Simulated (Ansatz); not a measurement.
SnCl, multiplicity 2 (lowest of 2S+1 = 2, 4 at CCSD(T)/def2-TZVPP on PBE0 minima; our sources give no spin for the ground state, which may be another), most abundant isotopes (34.9689 and 119.9022 u). Constants from fifth-degree fits in 1/R to seven points on the lowest solution found; no spin–orbit coupling, no relativity up to Kr; ω_e x_e and α_e move by some per cent with the fit.

Correlated levels freeze the inner cores; with def2 sets outer-core shells near the valence are correlated too. CBS(a, b) extrapolates the correlation energy as X⁻³ and adds the Hartree–Fock energy of set b.

Programs: Ansatz (Gaussian orbitals). Each number belongs to the level named beside it. In def2 rows elements past Kr take small-core potentials, without spin–orbit coupling.

| level | r_e (Å) | ω_e (cm⁻¹) | ω_e x_e (cm⁻¹) | α_e (cm⁻¹) |
|---|---|---|---|---|
| PBE/def2-TZVPP | 2.3898 | 336.0 | 1.08 | 0.000492 |
| CCSD(T)/CBS(def2-TZVPP, def2-QZVPP) | 2.3611 | 352.6 | 1.02 | 0.000483 |

Q: Derive the rotational constants, the centrifugal constant, the fundamental, the zero-point energy and the force constant.

A: 
μ = 27.07312 u.
- PBE/def2-TZVPP: B_e = 16.8576/(μ r_e²) = 0.10902 cm⁻¹; B₀ = B_e − α_e/2 = 0.10878 cm⁻¹; D = 4B_e³/ω_e² = 4.59e-08 cm⁻¹; fundamental ω_e − 2ω_e x_e = 334 cm⁻¹; zero-point energy ω_e/2 − ω_e x_e/4 = 168 cm⁻¹; k = μ(2πcω_e)² = 180 N/m
- CCSD(T)/CBS(def2-TZVPP, def2-QZVPP): B_e = 16.8576/(μ r_e²) = 0.11170 cm⁻¹; B₀ = B_e − α_e/2 = 0.11146 cm⁻¹; D = 4B_e³/ω_e² = 4.48e-08 cm⁻¹; fundamental ω_e − 2ω_e x_e = 351 cm⁻¹; zero-point energy ω_e/2 − ω_e x_e/4 = 176 cm⁻¹; k = μ(2πcω_e)² = 198 N/m

Ansatz is a quantum-chemistry and plane-wave program.
